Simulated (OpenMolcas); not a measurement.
# Br³⁺: effect of the active space

```json
{
 "Program": "OpenMolcas",
 "Method": "CASSCF",
 "Basis": "ANO-RCC-MB",
 "Scalar Hamiltonian": "DKH2, point nucleus",
 "Spin-orbit coupling": "RASSI with atomic mean-field integrals over the reference wave functions, term energies averaged over their components"
}
```

A. 2 electrons in 3 orbitals (4p); 2S+1 = 3 even, 3 roots; 2S+1 = 1 even, 6 roots; cost roughly 2.8 core-seconds
B. 4 electrons in 4 orbitals (4s 4p); 2S+1 = 3 even, 6 roots; 2S+1 = 1 even, 12 roots; 2S+1 = 5 odd, 1 root; 2S+1 = 3 odd, 9 roots; 2S+1 = 1 odd, 8 roots; cost roughly 18 core-seconds

Energies in cm-1 above 4s2 4p2 3P0.

| Level | A | B |
| --- | --- | --- |
| 4s2 4p2 3P0 | 0.0 | 0.0 |
| 4s2 4p2 3P1 | 1399 | 1432 |
| 4s2 4p2 3P2 | 3366 | 3364 |
| 4s2 4p2 1D2 | 14394 | 14395 |
| 4s2 4p2 1S0 | 31988 | 26702 |

Between A and B the level of the table that moves most is 4s2 4p2 1S0, by 5300 cm-1 (lowest in B, highest in A).

The basis is small and was not contracted for so high a charge. With the s shell closed, the reference lacks s² → p² mixing (holds for A). Only configurations of the active space appear. The table leaves out levels that lie high or whose names do not pair safely across all columns.
